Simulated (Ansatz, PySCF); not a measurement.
Gas-phase reaction in SMILES: C=C1CCCCC1 [methylidenecyclohexane] + 8 [H][H] (H2) → 7 C (CH4)
Each molecule is optimised on its own at B3LYP-D3(BJ)/def2-TZVP (Ansatz, an electronic-structure program), one conformer each, not searched for the lowest.

Wanted: energy of full hydrogenation (enthalpy at 298 K, with B3LYP-D3(BJ) rigid-rotor harmonic-oscillator terms from PySCF), in eV. Correlated levels leave the core frozen unless marked. No spin-orbit coupling. Non-relativistic. CBS(X,Y): correlation extrapolated as X^-3; Hartree-Fock from the larger set. The bracket is a focal-point correction in the basis named.

```json
[
 {"level": "HF/STO-3G", "program": "Ansatz", "energy of full hydrogenation (eV)": "-7.23"},
 {"level": "HF/6-31G", "program": "Ansatz", "energy of full hydrogenation (eV)": "-6.91"},
 {"level": "BHLYP-D3(BJ)/def2-TZVPD", "program": "Ansatz + dftd3", "energy of full hydrogenation (eV)": "-5.61"},
 {"level": "r2SCANh-D4/def2-TZVPD", "program": "Ansatz + dftd4", "energy of full hydrogenation (eV)": "-5.28"},
 {"level": "wB97X-V/def2-TZVPD", "program": "Ansatz", "energy of full hydrogenation (eV)": "-5.22"},
 {"level": "MP2/cc-pVDZ", "program": "Ansatz", "energy of full hydrogenation (eV)": "-4.86"},
 {"level": "MP2/cc-pVTZ", "program": "Ansatz", "energy of full hydrogenation (eV)": "-4.97"}
]
```

**Question.** Estimate the value at RI-MP2/CBS(aug-cc-pVTZ,aug-cc-pVQZ)+[CCSD(T)-MP2]/aug-cc-pVTZ as computed with Ansatz.

**Answer.** -5.08 eV, so MP2/cc-pVTZ differs from it by 0.11 eV.
